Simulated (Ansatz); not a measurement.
`[NH2][Al]([F])[Cl]` + H₂Te → `[NH2][Al]([F])[TeH]` + HCl  (ligand exchange at the Al–Cl bond)

Program: Ansatz. Geometries: PBE0-D4/def2-TZVP. ΔE: electronic, gas phase. CBS: MP2 limit from def2 TZ/QZ plus the TZ coupled-cluster correction, frozen cores. This one scheme is used for every species. DFT in def2-TZVPP. HSE06 is defined as in plane-wave codes. Elements past krypton have def2 core potentials. For Te outer-core shells are correlated without core-valence functions, which leaves a few kJ/mol of doubt a bond. One conformer a species, not always the lowest.

`[NH2][Al]([F])[Cl]`:

Z-matrix (Å, degrees):
```
N
Al 1 1.746
H 1 1.006 2 124.6
H 1 1.006 2 124.3 3 -180.0
F 2 1.641 1 119.8 3 -0.0
Cl 2 2.079 1 121.2 3 180.0
```

H₂Te:

Cartesian coordinates in Å:
```
Te 0.484 0.589 -0.152
H 0.361 -0.538 1.055
H -0.845 -0.052 -0.903
```

`[NH2][Al]([F])[TeH]`:

Z-matrix (Å, degrees):
```
N
Al 1 1.754
H 1 1.007 2 124.1
H 1 1.006 2 125.3 3 179.8
F 2 1.649 1 118.6 3 -0.3
Te 2 2.519 1 122.3 3 179.6
H 6 1.657 2 88.7 1 178.9
```

HCl:

Cartesian coordinates in Å:
```
Cl -0.581 0.173 0.203
H 0.581 -0.173 -0.203
```

```tsv
level	ΔE (kJ/mol)	difference from CCSD(T)/CBS
LDA (SPW92)	42.3	-3.1
PBE-D4	42.3	-3.1
revPBE-D4	44.4	-1.0
PBE0-D4	43.8	-1.6
r2SCANh-D4	50.4	5.0
ωB97M-V	52.1	6.7
revPBE	44.9	-0.5
BLYP	54.1	8.7
PBE0	45.5	0.1
r2SCANh	51.0	5.6
HSE06	45.3	-0.1
HF/def2-TZVPP	61.0	15.6
MP2/def2-TZVPP	44.7	-0.7
CCSD/def2-TZVPP	50.7	5.3
CCSD(T)/def2-TZVPP	48.5	3.1
MP2/CBS(def2)	41.6	-3.8
CCSD(T)/CBS	45.4	0
```

Largest T1 diagnostic among the species: 0.011.

At CCSD(T), def2-SVP lies +7.7 kJ/mol from the extrapolated value and def2-TZVPP +3.1 kJ/mol. In def2-TZVPP, CCSD(T) changes the Hartree–Fock value by −12.4 kJ/mol (the triples alone add −2.2 kJ/mol) and MP2 by −16.2 kJ/mol.
